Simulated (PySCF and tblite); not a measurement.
Results of a calculation; reference values are marked as such.
System: C₃H₈O₂S₃, numbered as in [CH3:1][S:2][S:3][CH2:4][CH2:5][SH:6](=[O:7])=[O:8].

Motion: rotation about the S2–S3 bond (torsion C1–S2–S3–C4 from -83° to 92°, rising). GFN2-xTB gives an electronic barrier of 9.5 kcal/mol and a reaction energy of 0.2 kcal/mol.

Question: What does revPBE/pcSseg-1 + D3(BJ), IEF-PCM acetonitrile give on GFN2-xTB geometries?

Answer: A barrier of 10.0 kcal/mol, 0.5 above the tight-binding barrier (from unrounded values), a reaction energy of 1.2 kcal/mol and, with GFN2-xTB thermal terms, ΔG‡(298 K) = 10.5 kcal/mol and k = 1.3×10⁵ s⁻¹ (1 equivalent path).

Programs: tblite and PySCF.
